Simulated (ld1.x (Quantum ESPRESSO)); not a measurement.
# An all-electron radial function and its pseudo partner (Bi (Z = 83))

Columns: radius, all-electron u(r) and pseudo u(r) of the 5d shell (level -27.90 eV) of bismuth in the configuration [Xe] 4f14 5d10 6s1.5 6p3.5; PBE, scalar-relativistic, TM scheme, ld1.x (Quantum ESPRESSO) 7.5.

| r (bohr) | all-electron | pseudo |
| --- | --- | --- |
| 0.113 | 0.3382 | 0.0058 |
| 0.225 | -0.2689 | 0.0434 |
| 0.338 | -0.5152 | 0.1361 |
| 0.450 | -0.2362 | 0.2869 |
| 0.563 | 0.2016 | 0.4827 |
| 0.675 | 0.5783 | 0.6870 |
| 0.788 | 0.8355 | 0.8629 |
| 0.900 | 0.9728 | 0.9763 |
| 1.013 | 1.0191 | 1.0192 |
| 1.125 | 1.0030 | 1.0030 |
| 1.238 | 0.9483 | 0.9483 |
| 1.350 | 0.8733 | 0.8733 |
| 1.463 | 0.7888 | 0.7888 |
| 1.575 | 0.7036 | 0.7036 |
| 1.688 | 0.6208 | 0.6208 |
| 1.800 | 0.5443 | 0.5443 |
| 1.913 | 0.4741 | 0.4741 |
| 2.025 | 0.4116 | 0.4116 |
| 2.138 | 0.3558 | 0.3558 |
| 2.250 | 0.3071 | 0.3071 |
| 2.363 | 0.2641 | 0.2641 |
| 2.475 | 0.2271 | 0.2271 |
| 2.588 | 0.1947 | 0.1947 |
| 2.700 | 0.1669 | 0.1669 |
| 2.813 | 0.1428 | 0.1428 |
| 2.925 | 0.1223 | 0.1223 |

(1) How many radial nodes do the two functions have?

(2) At about which radius was the pseudo-wave matched?

(3) Where does each function peak?

(4) Is the pseudo-wave norm-conserving?

Answers

(1) The all-electron 5d function has n − l − 1 = 2; the pseudo-wave has 0, since the states of the same l below it are removed with the core.

(2) 1.10 bohr, where the columns begin to agree (steps of 0.11 bohr).

(3) Outermost all-electron maximum near 1.01 bohr, pseudo maximum near 1.01 bohr (to the table’s step).

(4) Yes: the TM scheme keeps the norm inside the radius equal to the all-electron one, which fixes the energy derivative of the logarithmic derivative at the level.
